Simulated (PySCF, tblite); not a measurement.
Isomers of C5H10FPSi, one GFN2-xTB conformer each. Single-point energies are computed at PBE0/pcSseg-1 (PySCF, gas phase, no added dispersion term), electronic only.

| SMILES | GFN2-xTB relative energy (kcal/mol) |
| --- | --- |
| CC1=C[Si@](F)(P)CC1 | 0.0 |
| CP1CCC(F)=C1[SiH3] | 28.4 |

Conformers: `[CH3:1][C:2]1=[CH:3][Si@:4]([F:5])([PH2:6])[CH2:7][CH2:8]1` with C3–Si4–P6–H 58° and -35°, C2–C3–Si4–F5 -121°, C3–Si4–C7–C8 14°, Si4–C7–C8–C2 -17°, C1–C2–C8–C7 -168°; `[CH3:1][P:2]1[CH2:3][CH2:4][C:5]([F:6])=[C:7]1[SiH3:8]` with C1–P2–C3–C4 82°, P2–C3–C4–C5 16°, C3–C4–C5–F6 169°, C1–P2–C7–C5 -91°.

Problem. What does PBE0/pcSseg-1 give for the same structures?

Solution. 
| SMILES | PBE0/pcSseg-1 E (Eh) | PBE0/pcSseg-1 (kcal/mol) | GFN2-xTB (kcal/mol) | point group |
| --- | --- | --- | --- | --- |
| CC1=C[Si@](F)(P)CC1 | -926.66647 | 0.0 | 0.0 | C1 |
| CP1CCC(F)=C1[SiH3] | -926.58061 | 53.9 | 28.4 | C1 |

Both levels put the same isomer lowest. As drawn, the lower has an Si–F bond, which the higher lacks.

Problem. Which frontier levels, dipoles and rotational constants go with these structures?

Solution. 
```csv
SMILES,"HOMO (eV, PBE0/pcSseg-1)",LUMO (eV),dipole (D),"A, B, C (MHz)"
CC1=C[Si@](F)(P)CC1,-7.24,-0.34,3.12,"2366, 833.4, 804.5"
CP1CCC(F)=C1[SiH3],-6.59,-0.27,1.93,"1691, 1316, 864.9"
```

Problem. What happens when harmonic zero-point energies from GFN2-xTB frequencies are added?

Solution. 
```
             SMILES  ZPE (kcal/mol)  electronic (kcal/mol)  with ZPE (kcal/mol)
CC1=C[Si@](F)(P)CC1            84.9                    0.0                  0.0
 CP1CCC(F)=C1[SiH3]            81.7                   53.9                 50.6
```

The zero-point energies span 3.2 kcal/mol. The order is unchanged.
